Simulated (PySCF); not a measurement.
## Finite-field polarisability of Ne (neon, neutral)

[Ne], closed-shell 1S. All numbers are calculated (PySCF 2.14, the spin-free X2C one-electron Hamiltonian (Gaussian nucleus), in dyall-av3z). Frozen: 1s2. Energy changes in a uniform field (μhartree):

```tsv
axis	F (au)	HF	MP2	CCSD	CCSD(T)
x	0.0097	-100.390	-111.244	-109.161	-110.515
x	0.0194	-401.680	-445.155	-436.814	-442.240
```

**Question.** Derive α along x at CCSD(T) from the two fields.

**Answer.** With ΔE = −αF²/2 − γF⁴/24, α = −(16 ΔE(F) − ΔE(2F))/(6F²) = 2.349 bohr³.

**Question.** And the mean polarisability at each level?

**Answer.** HF 2.134, MP2 2.364, CCSD 2.320, CCSD(T) 2.349 bohr³. Reference: 2.661 bohr³ (recommended; Schwerdtfeger and Nagle, table of static dipole polarizabilities (2023 update)).

CCSD(T) lies more than 5 % below the reference, which points to too few diffuse and polarisation functions.
